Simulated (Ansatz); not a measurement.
Reaction (redistribution): `C[SiH2]N[SiH](O)O` + `[OH][Zn][CH2]Cl` → `O[SiH2]N[SiH](O)O` + `[CH3][Zn][CH2]Cl`

Computed with Ansatz on PBE0-D4/def2-TZVP structures; ΔE is electronic, products minus reactants. CCSD(T)/CBS is the MP2 limit (def2-TZVPP, def2-QZVPP) plus CCSD(T) − MP2 in def2-TZVPP, frozen cores. Functionals use def2-TZVPP. B3LYP here is the variant with VWN-RPA as its local correlation; programs differ in this. For Zn outer-core shells are correlated without core-valence functions, which leaves a few kJ/mol of doubt a bond. Scalar relativity is left out up to krypton. One conformer a species, not always the lowest.

```json
{"level": "PBE-D4", "ΔE (kJ/mol)": "-50.1", "difference from CCSD(T)/CBS": "0.9"}
{"level": "r2SCAN-D4", "ΔE (kJ/mol)": "-54.2", "difference from CCSD(T)/CBS": "-3.2"}
{"level": "PBE0-D4", "ΔE (kJ/mol)": "-52.9", "difference from CCSD(T)/CBS": "-1.9"}
{"level": "B3LYP-D4", "ΔE (kJ/mol)": "-54.7", "difference from CCSD(T)/CBS": "-3.7"}
{"level": "ωB97X-V", "ΔE (kJ/mol)": "-52.2", "difference from CCSD(T)/CBS": "-1.2"}
{"level": "ωB97M-V", "ΔE (kJ/mol)": "-57.8", "difference from CCSD(T)/CBS": "-6.8"}
{"level": "B2PLYP", "ΔE (kJ/mol)": "-53.2", "difference from CCSD(T)/CBS": "-2.2"}
{"level": "PBE", "ΔE (kJ/mol)": "-48.8", "difference from CCSD(T)/CBS": "2.2"}
{"level": "r2SCAN", "ΔE (kJ/mol)": "-54.1", "difference from CCSD(T)/CBS": "-3.1"}
{"level": "PBE0", "ΔE (kJ/mol)": "-51.9", "difference from CCSD(T)/CBS": "-0.9"}
{"level": "B3LYP", "ΔE (kJ/mol)": "-52.4", "difference from CCSD(T)/CBS": "-1.4"}
{"level": "HF/def2-TZVPP", "ΔE (kJ/mol)": "-51.8", "difference from CCSD(T)/CBS": "-0.8"}
{"level": "MP2/def2-TZVPP", "ΔE (kJ/mol)": "-56.3", "difference from CCSD(T)/CBS": "-5.3"}
{"level": "SCS-MP2/def2-TZVPP", "ΔE (kJ/mol)": "-53.4", "difference from CCSD(T)/CBS": "-2.4"}
{"level": "CCSD/def2-TZVPP", "ΔE (kJ/mol)": "-53.5", "difference from CCSD(T)/CBS": "-2.5"}
{"level": "CCSD(T)/def2-TZVPP", "ΔE (kJ/mol)": "-54.6", "difference from CCSD(T)/CBS": "-3.6"}
{"level": "HF/def2-QZVPP", "ΔE (kJ/mol)": "-48.7", "difference from CCSD(T)/CBS": "2.3"}
{"level": "MP2/def2-QZVPP", "ΔE (kJ/mol)": "-53.2", "difference from CCSD(T)/CBS": "-2.2"}
{"level": "SCS-MP2/def2-QZVPP", "ΔE (kJ/mol)": "-50.4", "difference from CCSD(T)/CBS": "0.6"}
{"level": "HF/CBS(def2)", "ΔE (kJ/mol)": "-48.3", "difference from CCSD(T)/CBS": "2.7"}
{"level": "MP2/CBS(def2)", "ΔE (kJ/mol)": "-52.7", "difference from CCSD(T)/CBS": "-1.7"}
{"level": "CCSD/CBS(def2)", "ΔE (kJ/mol)": "-50.0", "difference from CCSD(T)/CBS": "1.0"}
{"level": "CCSD(T)/CBS", "ΔE (kJ/mol)": "-51.0", "difference from CCSD(T)/CBS": "0"}
```

Largest T1 diagnostic among the species: 0.015.

From PBE to PBE0 (25 % exact exchange), in def2-TZVPP and without D4, ΔE moves by −3.1 kJ/mol.
